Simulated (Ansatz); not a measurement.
Ansatz (a quantum-chemistry and plane-wave program) input (HF/def2-TZVP):

Ansatz 0.2 input:
```yaml
crystal:
  periodic: [false, false, false]
  atoms:
    - {symbol: C, position_ang: [-1.10298418, 0.04461010, 0.02624638]}
    - {symbol: Si, position_ang: [0.79384245, -0.02319156, -0.00715938]}
    - {symbol: H, position_ang: [-1.40932882, -0.59191163, -0.82029709]}
    - {symbol: H, position_ang: [-1.52739255, 1.03500244, -0.15848113]}
    - {symbol: H, position_ang: [-1.55916794, -0.38606960, 0.92153128]}
basis:
  gaussian:
    orbitals: def2-TZVP
hamiltonian:
  xc: {name: HF}
magnetization: {spin_polarized: true, initial_magnetization: 1}
relax: {f_tol: 0.003, max_steps: 100}
```

End of the output:

```
the calculation of the forces begins
reference -8938.80518087 eV, -328.4950314571 hartree; 12, 11 occupied and 74, 75 virtual orbitals, 673 factors
relax step   2: F+E_penalty+E_count = -8938.80518087 eV  Δ(F+E_penalty+E_count) = -3.572e-3 eV  max|allowed force component| = 1.337e-1 eV/Å  Δτ_max = 0.0073 Å  (57 SCF iters, accepted)
these checks for a lower state are left out or cut short: starts, cluster_reference, orbital_swaps, neighbouring_geometries, increment
integrals: 0.02 GiB planned
673 factors; their error is unknown
mean field: 0.15 GiB planned
mean field -8938.80572459 eV, -328.4950514386 hartree, gradient 3.0e-6 eV, S^2 0.790778; 0 other end points of the search recorded, 0 dependent functions left out
the calculation of the forces begins
reference -8938.80572459 eV, -328.4950514386 hartree; 12, 11 occupied and 74, 75 virtual orbitals, 673 factors
relax step   3: F+E_penalty+E_count = -8938.80572459 eV  Δ(F+E_penalty+E_count) = -5.437e-4 eV  max|allowed force component| = 1.794e-2 eV/Å  Δτ_max = 0.0053 Å  (59 SCF iters, accepted)
these checks for a lower state are left out or cut short: starts, cluster_reference, orbital_swaps, neighbouring_geometries, increment
integrals: 0.02 GiB planned
673 factors; their error is unknown
mean field: 0.15 GiB planned
mean field evaluation 160: about -8938.8058 eV, gradient 7.9e-6 eV
mean field -8938.80576130 eV, -328.4950527877 hartree, gradient 7.9e-6 eV, S^2 0.790868; 0 other end points of the search recorded, 0 dependent functions left out
the calculation of the forces begins
reference -8938.80576130 eV, -328.4950527877 hartree; 12, 11 occupied and 74, 75 virtual orbitals, 673 factors
relax step   4: F+E_penalty+E_count = -8938.80576130 eV  Δ(F+E_penalty+E_count) = -3.671e-5 eV  max|allowed force component| = 5.698e-3 eV/Å  Δτ_max = 0.0023 Å  (56 SCF iters, accepted)
these checks for a lower state are left out or cut short: starts, cluster_reference, orbital_swaps, neighbouring_geometries, increment
integrals: 0.02 GiB planned
673 factors; their error is unknown
mean field: 0.15 GiB planned
mean field -8938.80576424 eV, -328.4950528956 hartree, gradient 6.5e-6 eV, S^2 0.790926; 0 other end points of the search recorded, 0 dependent functions left out
the calculation of the forces begins
reference -8938.80576424 eV, -328.4950528956 hartree; 12, 11 occupied and 74, 75 virtual orbitals, 673 factors
relax step   5: F+E_penalty+E_count = -8938.80576424 eV  Δ(F+E_penalty+E_count) = -2.936e-6 eV  max|allowed force component| = 5.584e-4 eV/Å  Δτ_max = 0.0008 Å  (57 SCF iters, accepted)
integrals: 0.02 GiB planned
673 factors; their error is unknown
mean field: 0.15 GiB planned
mean field evaluation 192: about -8938.8057 eV, gradient 6.3e-2 eV
mean field evaluation 224: about -8938.5046 eV, gradient 2.0e0 eV
mean field evaluation 256: about -8938.8041 eV, gradient 7.0e-2 eV
mean field evaluation 288: about -8938.7424 eV, gradient 2.9e-6 eV
mean field -8938.80576424 eV, -328.4950528956 hartree, gradient 6.6e-6 eV, S^2 0.790926; 5 other end points of the search recorded, 0 dependent functions left out
the calculation of the forces begins
reference -8938.80576424 eV, -328.4950528956 hartree; 12, 11 occupied and 74, 75 virtual orbitals, 673 factors
Total energy: -8938.80576424 eV, -328.4950528956 hartree
Atom 0 at    -1.107629     0.038856     0.018538 Å, force     0.000547     0.000048     0.000079 eV/Å
Atom 1 at     0.793841    -0.016352     0.001841 Å, force     0.000558    -0.000074    -0.000081 eV/Å
Atom 2 at    -1.423118    -0.590472    -0.818809 Å, force    -0.000202    -0.000090    -0.000125 eV/Å
Atom 3 at    -1.518297     1.028258    -0.155705 Å, force    -0.000452     0.000062     0.000060 eV/Å
Atom 4 at    -1.549828    -0.381851     0.915975 Å, force    -0.000452     0.000054     0.000066 eV/Å
Dipole moment:    -0.241423     0.008375     0.003917 e Å
```

It need not be the lowest isomer of its formula.
